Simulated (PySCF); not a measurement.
Simulated Ti 2p region for TiH(OMe)3 (`[H][Ti]([O]C)([O]C)[O]C`), binding energy against the vacuum level.

Every computed line was given a Gaussian of 0.5 eV full width at half maximum and an area set by the number of equivalent atoms (split 2:1 within a doublet); the highest printed point is 100. Computed with delta-SCF UKS SCAN, pcX-2 on the ionised atom (unc-x2c-TZVPall on a metal), pcseg-1 elsewhere, spin-free X2C (PySCF 2.14.0).

binding energy (eV), intensity and a bar:
```
    461.4          2 
    461.6         15 #####
    461.8         61 ##################
    462.0        100 ##############################
    462.2         68 ####################
    462.4         19 ######
    462.6          2 #
    462.8          0 
    463.0          0 
    463.2          0 
    463.4          0 
    463.6          0 
    463.8          0 
    464.0          0 
    464.2          0 
    464.4          0 
    464.6          0 
    464.8          0 
    465.0          0 
    465.2          0 
    465.4          0 
    465.6          0 
    465.8          0 
    466.0          0 
    466.2          0 
    466.4          0 
    466.6          0 
    466.8          0 
    467.0          0 
    467.2          2 #
    467.4         15 #####
    467.6         42 #############
    467.8         47 ##############
    468.0         22 #######
    468.2          4 #
    468.4          0
```

Task: Count the maxima, the lines and the sites behind this envelope.

Result: The curve has 2 maxima (at 462.0 and 467.7 eV). Under it lie 2 lines from 1 inequivalent titanium site, drawn as a 2p3/2, 2p1/2 pair.

Task: Decompose the envelope and assign each component. Bonds: Ti1–O3, Ti1–O8, Ti1–O13, O3–C4, O8–C9, O13–C14. Hydrogens: H2 on Ti1; H5, H6, H7 on C4; H10, H11, H12 on C9; H15, H16, H17 on C14.

Result: 
| position (eV) | relative area | line | atoms | environment |
| --- | --- | --- | --- | --- |
| 462.01 | 0.67 | Ti 2p3/2 | Ti1 | titanium bonded to 3 O and H |
| 467.73 | 0.33 | Ti 2p1/2 | Ti1 | titanium bonded to 3 O and H |

No satellites, vibrations or lifetime broadening are included. For 2p shells one spin-free hole was relaxed; a mean-field spin–orbit operator and the ground-state splitting of the three 2p orbitals were then diagonalised within the shell. The shell's mean is (2 × 2p3/2 + 2p1/2)/3, and the degeneracies 2j + 1 give areas of 2:1. 2p1/2 minus 2p3/2 (ligand field included): Ti 5.72 eV. Satellites of the metal's 2p lines aren't described. Geometry: PBE0-D3(BJ)/def2-SVP; no solvent, vibrations or thermal averaging. Metal 2p energies of this one-determinant scheme are less reliable than its 1s energies.

On one thread of an Arm Neoverse V1, shared host with 32 logical CPUs at a one-minute load of 32, this took 60 s and 0.83 GiB of memory at its peak.
